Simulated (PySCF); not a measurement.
Ta(O)(F)2(OMe) (CH₃F₂O₂Ta), SMILES [O]([Ta]([F])(=[O])[F])C, multiplicity 1.

Geometry optimised at B3LYP-D3(BJ)/def2-SVP. The multiplicity is an assumed one; no other spin state was optimised. The structure was generated by enumeration; whether it is a known compound was not checked. The def2 effective core potentials stand for the cores of Ta; spin–orbit coupling is left out. Other conformers were not sampled.

Level of theory: PySCF with CAM-B3LYP/def2-TZVP.

| Quantity | Result |
|---|---|
| total energy | -447.35216 hartree |
| point group | Cs |
| highest occupied level | -10.85 eV |
| lowest empty level | 0.08 eV |
| orbital gap | 10.93 eV |
| dipole moment | 3.39 D |
| quadrupole, principal values (traceless, Buckingham form, about the centre of nuclear charge) | -6.87, -4.93, 11.80 D·Å |
| mean static polarisability | 52.4 bohr³ (7.77 Å³) |
| polarisability, principal values | 45.1, 50.4, 61.8 bohr³ |
